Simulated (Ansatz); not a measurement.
Potential energy curve for AsH (cation, charge +1), lowest doublet found (which spin is the ground state isn't settled by this scan).

- UCCSD(T) = CCSD(T) on UHF/aug-cc-pVTZ, cores with 3d frozen in Ansatz (a first-principles code)
- UMP2 = Ansatz with MP2 on UHF/aug-cc-pVTZ, cores with 3d frozen
- FCI = full CI/aug-cc-pVTZ, cores with 3d frozen (Ansatz)

Energies relative to the lowest point of each curve between 1.24 and 1.90 Å, where full CI is lowest, in kJ/mol:

```json
[
 {"R / Å": "1.08", "UCCSD(T)": "387.3", "UMP2": "382.6"},
 {"R / Å": "1.17", "UCCSD(T)": "209.8", "UMP2": "205.6"},
 {"R / Å": "1.32", "UCCSD(T)": "55.7", "UMP2": "52.7"},
 {"R / Å": "1.36", "UCCSD(T)": "34.5", "UMP2": "31.9"},
 {"R / Å": "1.42", "UCCSD(T)": "13.5", "UMP2": "11.7"},
 {"R / Å": "1.53", "UCCSD(T)": "0.0", "UMP2": "0.0"},
 {"R / Å": "1.62", "UCCSD(T)": "5.3", "UMP2": "7.1"},
 {"R / Å": "1.71", "UCCSD(T)": "19.9", "UMP2": "23.9"},
 {"R / Å": "1.79", "UCCSD(T)": "37.7", "UMP2": "44.1"},
 {"R / Å": "2.97", "UCCSD(T)": "280.0", "UMP2": "262.7"},
 {"R / Å": "3.33", "UCCSD(T)": "287.1", "UMP2": "269.0"},
 {"R / Å": "3.73", "UCCSD(T)": "291.4", "UMP2": "272.9"}
]
```

Question: Predict the corresponding FCI column.

Answer: 1.08: 387.6; 1.17: 210.1; 1.32: 55.8; 1.36: 34.6; 1.42: 13.6; 1.53: 0.0; 1.62: 5.2; 1.71: 19.7; 1.79: 37.4; 2.97: 268.9; 3.33: 285.5; 3.73: 292.7 (kJ/mol).

The scan ran from 1.08 to 5.05 Å; beyond the distances shown full CI changes its symmetry label. The unrestricted determinant behind UCCSD(T), UMP2 is spin-contaminated at 2.04 to 3.73 Å (<S²> up to 1.8, against 0.75 for a pure doublet).
